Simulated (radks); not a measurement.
Results of a calculation; reference values are marked as such.
Q: The mean radii <r> (bohr) of the occupied orbitals of an atom or ion are listed with their occupations. Level of theory: non-relativistic Kohn-Sham, PBE, spin-polarised, spherical densities, point nucleus (a radial shooting solver on a logarithmic mesh with Libxc functionals).

| orbital | occ. | <r> |
|---|---|---|
| 1s up | 1 | 0.02763 |
| 1s down | 1 | 0.02763 |
| 2s up | 1 | 0.1187 |
| 2s down | 1 | 0.1187 |
| 2p up | 3 | 0.1010 |
| 2p down | 3 | 0.1010 |
| 3s up | 1 | 0.3130 |
| 3s down | 1 | 0.3129 |
| 3p up | 3 | 0.3031 |
| 3p down | 3 | 0.3030 |
| 3d up | 5 | 0.2736 |
| 3d down | 5 | 0.2736 |
| 4s up | 1 | 0.7160 |
| 4s down | 1 | 0.7157 |
| 4p up | 3 | 0.7396 |
| 4p down | 3 | 0.7391 |
| 4d up | 5 | 0.7991 |
| 4d down | 4 | 0.7980 |
| 5s up | 1 | 1.511 |

Name the element and its charge. Open shells, if any, are filled with parallel spins first.

A: Z = 55, caesium, charge +9: Cs9+ in [Kr] 4d9 5s1. The 1s radius gives Z: for a bare nucleus <r> = 1.5/Z, 0.02727 bohr for Z = 55, and screening makes it slightly larger (0.02763 here). The occupations add up to 46, and the charge is Z minus that.
